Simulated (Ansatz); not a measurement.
Consider the redistribution: `[CH3][V](=[O])([F])[Cl]` + `CS[SiH2]BO` → `[O]=[V]([OH])([F])[Cl]` + `CB[SiH2]SC`.

Calculated with Ansatz (gas phase, PBE0-D4/def2-TZVP geometries, no zero-point term in ΔE). CBS: MP2 limit from def2 TZ/QZ plus the TZ coupled-cluster correction, frozen cores. DFT in def2-TZVPP. B3LYP here is the variant with VWN-RPA as its local correlation; programs differ in this. For V outer-core shells are correlated without core-valence functions, which leaves a few kJ/mol of doubt a bond. Scalar relativity is left out up to krypton. One conformer a species, not always the lowest.

`[CH3][V](=[O])([F])[Cl]`:

Cartesian coordinates in Å:
```
C 0.514 0.722 0.567
V -0.396 -0.708 -0.472
O 0.721 -1.210 -1.416
F -0.874 -1.922 0.653
Cl -1.971 0.244 -1.570
H 1.341 0.256 1.107
H 0.891 1.479 -0.123
H -0.226 1.139 1.254
```

`CS[SiH2]BO`:

Z-matrix (Å, degrees):
```
C
S 1 1.816
H 1 1.091 2 111.1
H 1 1.090 2 106.8 3 -118.3
H 1 1.090 2 111.6 3 123.1
Si 2 2.137 1 99.5 3 -60.4
B 6 2.033 2 109.7 1 -58.4
H 6 1.499 2 109.8 1 63.3
H 6 1.487 2 105.0 1 179.9
O 7 1.351 6 122.8 2 112.4
H 7 1.200 6 121.7 2 -64.8
H 10 0.962 7 114.1 6 3.1
```

`[O]=[V]([OH])([F])[Cl]`:

Cartesian coordinates in Å:
```
O 0.768 -0.707 1.242
V -0.172 -0.332 0.074
O 0.495 1.051 -0.741
F -0.290 -1.664 -1.010
Cl -2.098 0.158 0.882
H 1.297 1.495 -0.446
```

`CB[SiH2]SC`:

Z-matrix (Å, degrees):
```
C
B 1 1.548
H 1 1.092 2 114.7
H 1 1.106 2 102.9 3 -113.9
H 1 1.091 2 116.0 3 130.8
Si 2 2.016 1 124.2 3 -153.5
H 2 1.201 1 119.1 3 30.2
S 6 2.134 2 109.6 1 2.4
H 6 1.495 2 110.6 1 123.5
H 6 1.495 2 111.2 1 -119.2
C 8 1.815 6 100.5 2 179.5
H 11 1.090 8 110.9 6 -61.0
H 11 1.090 8 107.2 6 -179.8
H 11 1.090 8 110.9 6 61.3
```

| level | ΔE (kJ/mol) | difference from CCSD(T)/CBS |
| --- | --- | --- |
| PBE-D4 | -1.2 | -18.8 |
| r2SCAN-D4 | -1.7 | -19.3 |
| PBE0-D4 | 7.1 | -10.5 |
| B3LYP-D4 | 7.6 | -10.0 |
| ωB97X-V | 8.3 | -9.3 |
| ωB97M-V | 15.4 | -2.2 |
| B2PLYP | 0.8 | -16.8 |
| PBE | -0.7 | -18.3 |
| r2SCAN | -1.7 | -19.3 |
| PBE0 | 7.5 | -10.1 |
| B3LYP | 8.6 | -9.0 |
| HF/def2-TZVPP | 30.9 | 13.3 |
| MP2/def2-TZVPP | -5.3 | -22.9 |
| SCS-MP2/def2-TZVPP | 5.7 | -11.9 |
| CCSD/def2-TZVPP | 25.6 | 8.0 |
| CCSD(T)/def2-TZVPP | 15.4 | -2.2 |
| HF/def2-QZVPP | 31.2 | 13.6 |
| MP2/def2-QZVPP | -4.0 | -21.6 |
| SCS-MP2/def2-QZVPP | 6.9 | -10.7 |
| HF/CBS(def2) | 31.3 | 13.7 |
| MP2/CBS(def2) | -3.2 | -20.8 |
| CCSD/CBS(def2) | 27.8 | 10.2 |
| CCSD(T)/CBS | 17.6 | 0 |

Largest T1 diagnostic among the species: 0.032, so the coupled-cluster value is less sure than usual.

From PBE to PBE0 (25 % exact exchange), in def2-TZVPP and without D4, ΔE moves by +8.2 kJ/mol. In def2-TZVPP, CCSD(T) changes the Hartree–Fock value by −15.5 kJ/mol (the triples alone add −10.2 kJ/mol) and MP2 by −36.3 kJ/mol.
